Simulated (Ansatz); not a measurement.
Coupled-cluster run, C2H8SiSn (`[CH2]1[SiH2][CH2][SnH2]1`).

```yaml
crystal:
  periodic: [false, false, false]
  atoms:
    - {symbol: C, position_ang: [-0.507194, 0.153641, -1.332315]}
    - {symbol: Si, position_ang: [1.132365, 0.544428, -0.476771]}
    - {symbol: C, position_ang: [0.705918, -0.070563, 1.258958]}
    - {symbol: Sn, position_ang: [-1.271599, -0.629196, 0.547107]}
    - {symbol: H, position_ang: [-0.455472, -0.591918, -2.126321]}
    - {symbol: H, position_ang: [-1.060617, 1.017913, -1.700809]}
    - {symbol: H, position_ang: [1.453296, 2.000007, -0.501134]}
    - {symbol: H, position_ang: [2.277068, -0.198411, -1.076879]}
    - {symbol: H, position_ang: [0.688763, 0.694466, 2.035781]}
    - {symbol: H, position_ang: [1.295937, -0.915752, 1.614659]}
    - {symbol: H, position_ang: [-1.610168, -2.303864, 0.560779]}
    - {symbol: H, position_ang: [-2.571296, 0.243949, 1.231044]}
basis:
  gaussian: {orbitals: def2-SVP}
correlation: {method: ccsd_t}
```

```sh
$ ansatz run in.yaml --threads 4 --pin off --events-out ev --progress --plain
```

Output of Ansatz, abridged:

```
Functional definition: HF
1220 factors; integrals over basis functions are off by at most 1.1e-3 eV
mean field evaluation 1: about -15847.0982 eV, gradient 3.1e1 eV
mean field evaluation 2: about -15847.1054 eV, gradient 3.1e1 eV
mean field evaluation 4: about -15850.1030 eV, gradient 3.0e0 eV
mean field evaluation 8: about -15850.1427 eV, gradient 1.2e-4 eV
mean field -15850.14265180 eV, -582.4819988410 hartree, gradient 1.2e-6 eV, S^2 0.000000; 0 other end points of the search recorded, 0 dependent functions left out
11 core orbitals not correlated: weight in the atoms' cores, before any rotation towards them, 1.000 or more for the frozen orbitals, at most 0.000 for the correlated occupied ones
reference -15850.14265180 eV, -582.4819988410 hartree; 17, 17 occupied and 84, 84 virtual orbitals, 1220 factors
second order -13.60095166 eV of doubles, -0.00000000 eV of singles
cycle   1  -14.63113670 eV  change    -1.0e0 eV  update   9.2e-2
cycle   2  -15.12248743 eV  change   -4.9e-1 eV  update   2.9e-2
cycle   3  -15.18566718 eV  change   -6.3e-2 eV  update   9.7e-3
cycle   4  -15.18443508 eV  change    1.2e-3 eV  update   2.7e-3
cycle   5  -15.18401162 eV  change    4.2e-4 eV  update   7.8e-4
cycle   6  -15.18388974 eV  change    1.2e-4 eV  update   2.8e-4
cycle   7  -15.18391699 eV  change   -2.7e-5 eV  update   8.5e-5
cycle   8  -15.18393381 eV  change   -1.7e-5 eV  update   2.9e-5
perturbative correction -0.49600316 eV, -0.0182277801 hartree
Total energy: -15865.82258877 eV, -583.0582258965 hartree
```

Run time 12 s (4 threads of a server CPU on a shared host); peak host memory 0.61 GiB.

The correlation energy is -15.680 eV, 3.2 % of it from (T); the T1 diagnostic reads 0.0096.
